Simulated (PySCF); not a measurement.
Heteronuclear NMR

Molfile (atoms numbered from 1):
```
C5H13ClOSi2
     RDKit          3D

 22 21  0  0  0  0  0  0  0  0999 V2000
    2.7729    1.8180   -0.7537 C   0  0  0  0  0  0  0  0  0  0  0  0
    2.4618    0.6161   -0.2972 C   0  0  0  0  0  0  0  0  0  0  0  0
    2.6877    0.2735    1.3914 Cl  0  0  0  0  0  0  0  0  0  0  0  0
    1.7945   -0.8528   -1.3002 Si  0  0  0  0  0  4  0  0  0  0  0  0
    0.6228   -1.5892   -0.4740 O   0  0  0  0  0  0  0  0  0  0  0  0
   -0.6049   -1.7296    0.5912 Si  0  0  0  0  0  4  0  0  0  0  0  0
   -1.8102   -0.2661    0.3518 C   0  0  0  0  0  0  0  0  0  0  0  0
   -2.3583   -0.2249   -1.0742 C   0  0  0  0  0  0  0  0  0  0  0  0
   -1.1454    1.0680    0.6897 C   0  0  0  0  0  0  0  0  0  0  0  0
    2.6409    2.0433   -1.7978 H   0  0  0  0  0  0  0  0  0  0  0  0
    3.1622    2.6054   -0.1286 H   0  0  0  0  0  0  0  0  0  0  0  0
    1.2288   -0.3376   -2.5461 H   0  0  0  0  0  0  0  0  0  0  0  0
    2.8426   -1.8543   -1.4664 H   0  0  0  0  0  0  0  0  0  0  0  0
   -1.2102   -3.0083    0.2238 H   0  0  0  0  0  0  0  0  0  0  0  0
   -0.0248   -1.7213    1.9326 H   0  0  0  0  0  0  0  0  0  0  0  0
   -2.6580   -0.3983    1.0327 H   0  0  0  0  0  0  0  0  0  0  0  0
   -3.0445    0.6126   -1.1997 H   0  0  0  0  0  0  0  0  0  0  0  0
   -1.5444   -0.1076   -1.7876 H   0  0  0  0  0  0  0  0  0  0  0  0
   -2.8915   -1.1426   -1.3130 H   0  0  0  0  0  0  0  0  0  0  0  0
   -0.3035    1.2516    0.0232 H   0  0  0  0  0  0  0  0  0  0  0  0
   -1.8521    1.8902    0.5770 H   0  0  0  0  0  0  0  0  0  0  0  0
   -0.7769    1.0732    1.7133 H   0  0  0  0  0  0  0  0  0  0  0  0
  1  2  2  0
  2  3  1  0
  2  4  1  0
  4  5  1  0
  5  6  1  0
  6  7  1  0
  7  8  1  0
  7  9  1  0
  1 10  1  0
  1 11  1  0
  4 12  1  0
  4 13  1  0
  6 14  1  0
  6 15  1  0
  7 16  1  0
  8 17  1  0
  8 18  1  0
  8 19  1  0
  9 20  1  0
  9 21  1  0
  9 22  1  0
M  END
```

Non-relativistic, rapidly exchanging positions averaged, one computed conformer, no solvent. GFN2-xTB structure; PBE0/pcSseg-1 with gauge-including orbitals; PySCF 2.14.

Task: What are the ²⁹Si shifts?

Result: 
```tsv
atoms	environment	σ (ppm)	δ (ppm)
Si6	silicon bonded to C, O, 2 H	363.0	-18.4
Si4	silicon bonded to C, O, 2 H	386.9	-38.1
```

Shieldings were converted by a linear fit to measured shifts: ²⁹Si: δ = 279.94 − 0.822σ (rms 8.9 ppm, 72 shifts, 25.8 ppm with the 6 outliers that the fit left out vs TMS, solution or neat liquid). A few per cent of atoms miss by over 2 rms, more outside the fitted compound classes.

On a 500 MHz spectrometer ²⁹Si resonates near 99.3 MHz, so 1 ppm is 99.3 Hz.

Task: Predict the ¹⁷O NMR data.

Result: 
```
atoms            environment  σ (ppm)  δ (ppm)
   O5  oxygen bonded to 2 Si    316.1    -21.2
```

Shieldings were converted by a linear fit to measured shifts: ¹⁷O (scatter 10.7 ppm rms, 12.2 ppm with the 3 outliers that the fit left out vs liquid water, solution or neat liquid). A few per cent of atoms miss by over 2 rms, more outside the fitted compound classes.

On a 500 MHz spectrometer ¹⁷O resonates near 67.8 MHz, so 1 ppm is 67.8 Hz.
